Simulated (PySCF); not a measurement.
BrF₂HSi.
Atom-mapped SMILES: `[F:1][SiH:2]([F:3])[Br:4]` (hydrogens: H5 on Si2)

Geometry (PBE0-D3(BJ)/def2-SVP, Å), atoms numbered from 1 in this order:
```
atom  x, y, z in Å
F1    -0.7256    1.2868   -1.0036
Si2   -0.2358   -0.0026   -0.1832
F3    -0.7094   -1.2947   -1.0086
Br4    1.9476    0.0129   -0.0632
H5    -0.8552   -0.0094    1.1514
```

Method: MP2 and CCSD/aug-cc-pVDZ in PySCF, restricted Hartree–Fock reference, 16 core orbitals frozen, non-relativistic, gas phase, PBE0-D3(BJ)/def2-SVP geometry.

E(HF) = -3060.97943 Eh.

Question: How large is the problem?

Answer: 118 basis functions and 68 electrons; 16 orbitals frozen, which leaves o = 18 correlated occupied and v = 84 virtual orbitals. That is o·v = 1512 singles and o·v(o·v + 1)/2 = 1143828 distinct closed-shell doubles amplitudes before symmetry; the costliest CCSD step grows as o²v⁴ = 1.6 × 10^10.

Question: What are the MP2 and CCSD correlation energies?

Answer: MP2 -0.6451 Eh and CCSD -0.6639 Eh, which gives totals of -3061.62449 and -3061.64332 Eh. That is 0.502 eV for each correlated electron at CCSD (1743 kJ/mol in all, 0.022 % of the total energy); MP2 gives 97.2 % of the CCSD value.

Question: What is the T1 diagnostic?

Answer: 0.0112, below the customary warning level of 0.02. It is the norm of the spatial-orbital singles amplitudes over the root of the number of correlated electrons, so the norm is 0.067.

Question: How does correlation change the dipole moment?

Answer: HF gives 1.56 D and CCSD (unrelaxed density) 1.37 D, a change of -0.19 D.

Connected triples and the basis-set limit are missing.
